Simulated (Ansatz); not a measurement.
Ansatz results at the PBE0-D4/def2-TZVP geometry: HOMO–LUMO gap (PBE/def2-TZVPP) 2.70 eV; HOMO energy (PBE0/def2-TZVPP) -6.02 eV; size of the dipole moment (ωB97M-V/def2-TZVPP) 3.52 D.

Each molecule was computed in one conformer, which needn't be the lowest.

Problem. Which molecule gave them?
A. `C=CB(F)CC`
B. `O=[C]1[CH2][Al]1[OH]`
C. `F[CH]([GeH3])CCl`
D. `Cl[SiH2][ZnH]`

Solution. B. The others give `C=CB(F)CC`: 4.49, -8.26, 1.16; `Cl[SiH2][ZnH]`: 4.04, -7.36, 1.70; `F[CH]([GeH3])CCl`: 6.18, -8.32, 2.56.
